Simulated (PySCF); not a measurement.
## Removal energies of Ba⁴⁶⁺ from EOM-IP-GCCSD

Reference: closed-shell Ba⁴⁶⁺, [Ne]; one electron is removed. Calculated with PySCF 2.14, two-component X2C-1e with screened spin-orbit coupling, an even-tempered Gaussian basis (17 s from 6 bohr⁻², ratio 2.6; 13 p from 7.8 bohr⁻², ratio 2.6; 6 d from 8 bohr⁻², ratio 2.8; 3 f from 180 bohr⁻², ratio 2.8); frozen 1s2; the 48 highest virtual spinors dropped; of the others 44 kept and the rest restored at second order. No Breit or QED terms. Binding energies in eV.

```tsv
level	Koopmans
2s1/2	9054.8
2p1/2	8736.0
2p3/2	8335.7
```

Question: How does correlation move these levels?

Answer: 2s1/2: second order 9051.6, EOM-CCSD 9051.6; 2p1/2: second order 8733.6, EOM-CCSD 8733.7; 2p3/2: second order 8333.9, EOM-CCSD 8333.9.

For comparison, the ionisation energy of Ba⁴⁶⁺ is 8326 ± 4 eV (theoretical estimate listed by NIST; NIST Atomic Spectra Database, ionization energies).
